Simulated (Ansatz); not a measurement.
BiH2Me (CH₅Bi): single points at one geometry.

```yaml
crystal:
  periodic: [false, false, false]
  atoms:
    - {symbol: Bi, position_ang: [0.503926, 0.879438, 1.078737]}
    - {symbol: H, position_ang: [1.984493, 0.903799, 0.036332]}
    - {symbol: H, position_ang: [-0.238085, 2.170269, 0.047835]}
    - {symbol: C, position_ang: [-0.451147, -0.792150, -0.154443]}
    - {symbol: H, position_ang: [0.072689, -1.727299, 0.074464]}
    - {symbol: H, position_ang: [-0.367359, -0.559885, -1.220012]}
    - {symbol: H, position_ang: [-1.504526, -0.874172, 0.137088]}
basis:
  gaussian: {orbitals: def2-TZVP, initial_orbitals: start.molden}
hamiltonian: {xc: {name: PBE-QIDH}}
scf: {omitted_lower_state_checks: [starts]}
output: {forces: true}
```

The file start.molden holds the orbitals of an earlier run on this structure, at another level or in another basis.

```sh
$ ansatz run in.yaml --threads 4 --pin off --events-out ev --progress --plain --max-ram 3916MiB
```

Shortened log:

```
Functional definition: PBE-QIDH
915 factors; integrals over basis functions are off by at most 1.3e-3 eV
mean field evaluation 1: about -6944.5696 eV, gradient 1.1e1 eV
mean field evaluation 2: about -6944.7298 eV, gradient 1.6e-1 eV
mean field evaluation 4: about -6944.7439 eV, gradient 2.7e-4 eV
mean field -6944.74387816 eV, -255.2146302060 hartree, gradient 2.7e-6 eV, S^2 0.000000; 0 other end points of the search recorded, 0 dependent functions left out
5 core orbitals not correlated: weight in the atoms' cores, before any rotation towards them, 1.000 or more for the frozen orbitals, at most 0.000 for the correlated occupied ones
reference -6944.74389044 eV, -255.2146306571 hartree; 12, 12 occupied and 94, 94 virtual orbitals, 915 factors
second order -18.82497348 eV of doubles, -0.00000000 eV of singles
mean field evaluation 8: about -6944.7292 eV, gradient 1.6e-1 eV
Total energy: -6951.01888160 eV, -255.4452323288 hartree
Atom 0 at     0.503926     0.879438     1.078737 Å, force    -0.042356    -0.070289    -0.844687 eV/Å
Atom 1 at     1.984493     0.903799     0.036332 Å, force    -0.367670    -0.011764     0.270032 eV/Å
Atom 2 at    -0.238085     2.170269     0.047835 Å, force     0.177785    -0.324534     0.269490 eV/Å
Atom 3 at    -0.451147    -0.792150    -0.154443 Å, force     0.082281     0.142610     0.117395 eV/Å
Atom 4 at     0.072689    -1.727299     0.074464 Å, force    -0.174442     0.309185    -0.072425 eV/Å
Atom 5 at    -0.367359    -0.559885    -1.220012 Å, force    -0.024483    -0.073432     0.356232 eV/Å
Atom 6 at    -1.504526    -0.874172     0.137088 Å, force     0.348885     0.028225    -0.096038 eV/Å
Dipole moment:    -0.066071    -0.117418     0.152496 e Å
Checks for a lower state left out: starts
```

Run time 8 s (4 threads of Intel Xeon on a shared host).

The first input with `gaussian: {orbitals: def2-TZVPD, initial_orbitals: start.molden}`, `correlation: {method: ccsd_t}`, `output: {orbitals: {seedname: orbitals}}` and without the key `hamiltonian` (abridged; 20 s):

```
Functional definition: HF
mean field -6920.22926017 eV, -254.3137346113 hartree, gradient 3.1e-6 eV, S^2 0.000000
5 core orbitals not correlated: weight in the atoms' cores, before any rotation towards them, 1.000 or more for the frozen orbitals, at most 0.000 for the correlated occupied ones
second order -17.00829881 eV of doubles, -0.00000000 eV of singles
cycle   1  -16.42751648 eV  change    5.8e-1 eV  update   1.0e-1
cycle   2  -16.95024747 eV  change   -5.2e-1 eV  update   3.0e-2
cycle   3  -17.01964951 eV  change   -6.9e-2 eV  update   1.5e-2
cycle   4  -17.00187179 eV  change    1.8e-2 eV  update   4.2e-3
cycle   5  -17.00333442 eV  change   -1.5e-3 eV  update   1.8e-3
cycle   6  -17.00363929 eV  change   -3.0e-4 eV  update   5.0e-4
cycle   7  -17.00321668 eV  change    4.2e-4 eV  update   1.7e-4
cycle   8  -17.00326321 eV  change   -4.7e-5 eV  update   6.0e-5
cycle   9  -17.00329354 eV  change   -3.0e-5 eV  update   1.7e-5
cycle  10  -17.00327637 eV  change    1.7e-5 eV  update   6.0e-6
perturbative correction -0.50384677 eV, -0.0185160275 hartree
Total energy: -6937.73638332 eV, -254.9571095203 hartree
Checks for a lower state left out: starts
```

First input, but with `hamiltonian: {xc: r2scan, dispersion: d4}`, `output: {orbitals: {seedname: orbitals}}` (abridged; 3.3 s):

```
Functional definition: r2SCAN
mean field -6960.86539590 eV, -255.8070850554 hartree, gradient 1.2e-5 eV, S^2 0.000000
Total energy: -6960.89030141 eV, -255.8080003160 hartree
Checks for a lower state left out: starts
```

First input, but with `hamiltonian: {xc: {name: LC-wPBE}}`, `output: {orbitals: {seedname: orbitals}}` (abridged; 2.2 s):

```
Functional definition: LC-wPBE
mean field -6959.19180419 eV, -255.7455816945 hartree, gradient 6.8e-6 eV, S^2 0.000000
Total energy: -6959.19180420 eV, -255.7455816948 hartree
Checks for a lower state left out: starts
```

As the first input, with `correlation: {method: mp2}`, `output: {orbitals: {seedname: orbitals}}` and without the key `hamiltonian` (abridged; 2 s):

```
Functional definition: HF
mean field -6920.22195511 eV, -254.3134661554 hartree, gradient 3.9e-6 eV, S^2 0.000000
5 core orbitals not correlated: weight in the atoms' cores, before any rotation towards them, 1.000 or more for the frozen orbitals, at most 0.000 for the correlated occupied ones
second order -16.86296124 eV of doubles, -0.00000000 eV of singles
Total energy: -6937.08491635 eV, -254.9331685507 hartree
Checks for a lower state left out: starts
```

As the first input, with `hamiltonian: {xc: {name: CAM-B3LYP}, dispersion: d4}`, `output: {orbitals: {seedname: orbitals}}` (abridged; 2.5 s):

```
Functional definition: CAM-B3LYP
mean field -6957.41455491 eV, -255.6802689880 hartree, gradient 9.0e-5 eV, S^2 0.000000
Total energy: -6957.51062093 eV, -255.6837993492 hartree
Checks for a lower state left out: starts
```

As the first input, with `hamiltonian: {xc: pbe0, dispersion: d4}`, `output: {orbitals: {seedname: orbitals}}` and without the key `scf` (abridged; 3 s):

```
Functional definition: PBE0
mean field evaluation 16: about -6957.4634 eV, gradient 3.1e-1 eV
mean field -6957.46350246 eV, -255.6820677772 hartree, gradient 2.3e-5 eV, S^2 0.000000; 1 other end points of the search recorded, 0 dependent functions left out
Total energy: -6957.55767625 eV, -255.6855286001 hartree
```

Geometry: PBE-D4/def2-TZVP.

In the def2 sets Bi takes a core potential; there is no spin–orbit coupling. LC-ωPBE has ω = 0.4 bohr⁻¹. Correlated methods freeze 5 core orbitals; core or outer-core shells of Bi are correlated, in sets that lack core-valence functions.
